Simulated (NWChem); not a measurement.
Molecule: ZrNH₅; SMILES [NH2][ZrH3]

Results from NWChem. The geometry was optimised at PBE0/def2-SVP. def2 effective core potentials on Zr; no spin-orbit coupling.

**Question.** Estimate the computed values for LDA (Slater exchange, VWN5)/def2-SVP. Quantities: highest occupied level (eV); orbital gap (eV); dipole (D).

**Answer.** The highest occupied level (eV) comes out as -6.48, the orbital gap (eV) is 3.37 and the dipole (D) comes out as 2.61.
